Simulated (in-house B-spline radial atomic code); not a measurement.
Inner-shell binding energies (edges) and X-ray emission energies of free atoms and ions, as differences of relaxed hole-state energies with first-order Breit, QED and recoil terms, without correlation or multiplet splittings, in NIST's listed ground configurations. For neutral atoms such line energies lie within some 1 to 5 eV of tabulated X-ray lines (up to 20 eV for the heaviest). Removing outer electrons raises all edges nearly alike, so lines move far less than edges. K = 1s, L1 = 2s. A dash marks a subshell that is part filled or wasn't run, or a line left out. Computed with a B-spline radial code for spherical atoms: Dirac-Hartree-Fock, average of the configuration, finite nuclei.

```tsv
ion	configuration	K edge (eV)	L1 edge (eV)
Sc	[Ar] 3d1 4s2	4499.96	510.5
Sc2+	[Ar] 3d1	4517.64	527.8
Sc3+	[Ne] 3s2 3p6	4536.58	547.75
Sc4+	[Ne] 3s2 3p5	4562.43	571.92
Sc5+	[Ne] 3s2 3p4	4590.3	597.73
Sc6+	[Ne] 3s2 3p3	4620.17	625.12
Sc7+	[Ne] 3s2 3p2	4651.98	654.04
```
